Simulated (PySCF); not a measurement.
# Excitation energy of P by level of theory

P [Ne] 3s2 3p3 (4S) → P [Ne] 3s1 3p4 (4P), as a difference of total energies. Computed with PySCF 2.14 in aug-cc-pCVTZ-DK with one added diffuse shell each of s, p, d, f type (9s8p6d4f, 91 functions), with scalar relativity by spin-free X2C-1e. Correlated levels: valence and next inner shell: 1s2 frozen. The calculations carry no spin-orbit coupling.

```json
{"method": "UHF", "excitation energy (eV)": "7.974"}
{"method": "MP2 (valence and next inner shell)", "excitation energy (eV)": "8.206"}
{"method": "SCS-MP2 (valence and next inner shell)", "excitation energy (eV)": "8.206"}
{"method": "CCSD (valence and next inner shell)", "excitation energy (eV)": "7.760"}
{"method": "CCSD(T) (valence and next inner shell)", "excitation energy (eV)": "7.548"}
```

Question: How much does correlation contribute at CCSD(T) (valence and next inner shell)?

Answer: 7.548 − (7.974) = -0.426 eV, measured against UHF.

Errors of the correlated levels include the incompleteness of this basis and the frozen core.

The coupled-cluster amplitudes are large for the upper state (T1 above 0.03 or a double amplitude above 0.15), so a single reference is strained.

For comparison: 7.395 eV (measured; NIST levels, between the centres of gravity of the two terms).
